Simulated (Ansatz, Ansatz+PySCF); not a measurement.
```xyz
6

O    -1.4561   -0.1570    0.0000
H    -1.9051    0.6936    0.0000
H    -0.5160    0.0878    0.0000
O     1.3735    0.1618    0.0000
H     1.5409   -0.4099   -0.7584
H     1.5409   -0.4099    0.7584
```

Basis set: def2-SVP (spherical functions). Correlated methods keep 2 orbitals frozen. Charge 0, multiplicity 1.

Computed with Ansatz (development build ahead of 0.2.0); each method stands on the lowest determinant of its kind that the runs found. Restricted open shells among the atoms or ions are ROHF, correlated in semicanonical orbitals with singles. Restricted functionals stand beside restricted open-shell atoms, which can lie above the unrestricted atoms usual in DFT and then raise those values.

Question: Give the atomization energy at this shape (free ground-state atoms in the same class of orbitals less the molecule, no zero-point energy) of singlet H4O2 by ωB97X (restricted), ωB97X (unrestricted), r²SCAN (restricted), r²SCAN (unrestricted), PBE0 (unrestricted), PBE0 (restricted), PBE (restricted), PBE (unrestricted), RHF-CCSD(T), RHF-MP2, RHF, UHF.

Answer:

| method | atomization energy |
| --- | --- |
| ωB97X (restricted) | 456.61 kcal/mol |
| ωB97X (unrestricted) | 453.05 kcal/mol |
| r²SCAN (restricted) | 458.28 kcal/mol |
| r²SCAN (unrestricted) | 454.21 kcal/mol |
| PBE0 (unrestricted) | 448.71 kcal/mol |
| PBE0 (restricted) | 451.60 kcal/mol |
| PBE (restricted) | 463.85 kcal/mol |
| PBE (unrestricted) | 461.56 kcal/mol |
| RHF-CCSD(T) | 432.42 kcal/mol |
| RHF-MP2 | 437.20 kcal/mol |
| RHF | 315.28 kcal/mol |
| UHF | 308.96 kcal/mol |
